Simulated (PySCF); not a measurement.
## Ti²⁺: excitation energy

Ti²⁺ [Ar] 3d2 (3F) → Ti²⁺ [Ar] 3d1 4s1, s spin flipped, as a difference of total energies. All numbers are calculated (PySCF 2.14, the spin-free X2C one-electron Hamiltonian (Gaussian nucleus), in ANO-RCC-VTZP (6s5p3d2f1g, 59 functions)). Correlated levels: valence and next inner shell: [Ne] frozen. The calculations carry no spin-orbit coupling.

| method | excitation energy (eV) |
| --- | --- |
| UHF | 4.850 |
| MP2 (valence and next inner shell) | 4.793 |
| SCS-MP2 (valence and next inner shell) | 4.790 |

Q: How much does correlation contribute at MP2 (valence and next inner shell)?

A: 4.793 − (4.850) = -0.057 eV, measured against UHF.

The upper determinant mixes two multiplicities, so it lies between the two terms.

The basis was made for the ground configuration and has no added diffuse functions, so the excitation energy can come out too high.

The coupled-cluster amplitudes are large for the upper state (T1 above 0.03 or a double amplitude above 0.15), so a single reference is strained.
